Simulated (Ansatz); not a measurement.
Start from `[NH2][GaH][NH2]` and change one atom or group to get `[NH2][Ga]([NH2])[Cl]`.

Ansatz, PBE0-D4/def2-TZVP geometries, multiplicity 1. Each molecule was computed in one conformer, which needn't be the lowest.

Scalar relativity is left out up to krypton.

```csv
property,`[NH2][GaH][NH2]`
"ideal-gas entropy at 298 K and 1 bar (rigid rotor, harmonic PBE0-D4/def2-TZVP) / J/(mol·K)",323
size of the dipole moment (ωB97M-V/def2-TZVPP) / D,0.77
LUMO energy (PBE/def2-TZVPP) / eV,-0.47
HOMO energy (PBE0/def2-TZVPP) / eV,-6.71
HOMO–LUMO gap (PBE0/def2-TZVPP) / eV,7.01
HOMO–LUMO gap (ωB97M-V/def2-TZVPP) / eV,11.03
```

**Question.** What does the change do to each property? (An estimate is asked.)

**Answer.** Computed: 
| property | `[NH2][Ga]([NH2])[Cl]` | shift |
| --- | --- | --- |
| ideal-gas entropy at 298 K and 1 bar (rigid rotor, harmonic PBE0-D4/def2-TZVP) / J/(mol·K) | 342 | 19 |
| size of the dipole moment (ωB97M-V/def2-TZVPP) / D | 2.63 | 1.86 |
| LUMO energy (PBE/def2-TZVPP) / eV | -1.18 | -0.71 |
| HOMO energy (PBE0/def2-TZVPP) / eV | -7.35 | -0.64 |
| HOMO–LUMO gap (PBE0/def2-TZVPP) / eV | 7.07 | 0.06 |
| HOMO–LUMO gap (ωB97M-V/def2-TZVPP) / eV | 11.11 | 0.08 |

With PBE0 the HOMO falls by 0.64 eV and the LUMO falls by 0.58 eV, so the gap widens by about 0.06 eV. PBE moves the HOMO by -0.58 eV and ωB97M-V by -0.65 eV. Dipoles are sizes alone; their direction can turn. Modes under 60 cm⁻¹, often nearly free rotors, make the harmonic entropy too high.
